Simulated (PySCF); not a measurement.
Species: C₅H₁₂Si.
Atom-mapped SMILES: `[CH3:1][CH2:2][CH2:3][C@@H:4]1[CH2:5][SiH2:6]1` (hydrogens: H7, H8, H9 on C1; H10, H11 on C2; H12, H13 on C3; H14 on C4; H15, H16 on C5; H17, H18 on Si6)

The same species was optimised twice, with GFN2-xTB and with PBE0-D3(BJ)/def2-SVP (PySCF), and the same property calculations (PySCF, gas phase) were run on both structures.

```csv
coordinate,GFN2-xTB,PBE0-D3(BJ)/def2-SVP,change
C4–Si6 (Å),1.888,1.867,-0.021
C5–Si6 (Å),1.881,1.863,-0.018
C2–C3 (Å),1.530,1.526,-0.004
C4–C5 (Å),1.536,1.539,+0.003
C1–C2 (Å),1.523,1.520,-0.003
C3–C4 (Å),1.511,1.513,+0.002
C2–C3–C4 (°),111.4,113.4,+2.0
C3–C4–C5 (°),117.2,118.4,+1.2
C1–C2–C3 (°),112.2,113.3,+1.1
C3–C4–Si6 (°),122.7,123.4,+0.7
C4–Si6–C5 (°),48.1,48.7,+0.6
C4–C5–Si6 (°),66.2,65.8,-0.4
C5–C4–Si6 (°),65.7,65.5,-0.2
C1–C2–C3–C4 (°),178,179,+1
C2–C3–C4–C5 (°),-75,-74,+1
```

Rotational constants: A = 8425, B = 1199, C = 1138 MHz (GFN2-xTB) against A = 8395, B = 1189, C = 1128 MHz (PBE0-D3(BJ)/def2-SVP). Point groups within 0.08 Å: C1 and C1.

On the GFN2-xTB structure: lowest singlet, TDDFT (eV) 6.22 [CAM-B3LYP/def2-SVPD]; lowest triplet, Tamm–Dancoff (eV) 4.82 [CAM-B3LYP/def2-SVPD]; isotropic polarisability (au) 88.5 [CAM-B3LYP/def2-SVPD]; HOMO (eV) -7.87 [CAM-B3LYP/def2-SVPD]; LUMO (eV) 1.16 [CAM-B3LYP/def2-SVPD]; dipole (D) 0.12 [CAM-B3LYP/def2-SVPD].

What do these properties become on the PBE0-D3(BJ)/def2-SVP structure?

```
                                    property                level  on GFN2-xTB  on PBE0-D3(BJ)/def2-SVP  change
                  lowest singlet, TDDFT (eV)  CAM-B3LYP/def2-SVPD         6.22                     6.27   +0.05
           lowest triplet, Tamm–Dancoff (eV)  CAM-B3LYP/def2-SVPD         4.82                     4.92   +0.10
               isotropic polarisability (au)  CAM-B3LYP/def2-SVPD         88.5                     89.7    +1.2
                                   HOMO (eV)  CAM-B3LYP/def2-SVPD        -7.87                    -7.92   -0.05
                                   LUMO (eV)  CAM-B3LYP/def2-SVPD         1.16                     1.17   +0.01
                                  dipole (D)  CAM-B3LYP/def2-SVPD         0.12                     0.14   +0.02
energy, GFN2-xTB geometry as zero (kcal/mol)  CAM-B3LYP/def2-SVPD          0.0                     -1.3    -1.3
```

The heavy atoms differ by 0.022 Å rms after alignment. Among bonds between heavy atoms C4–Si6 changes most (-0.021 Å). Changes are differences of the printed values. Neither structure is proved a minimum here.

Conformer computed: `[CH3:1][CH2:2][CH2:3][C@@H:4]1[CH2:5][SiH2:6]1`: C1–C2–C3–C4 179°, C2–C3–C4–C5 -74°.
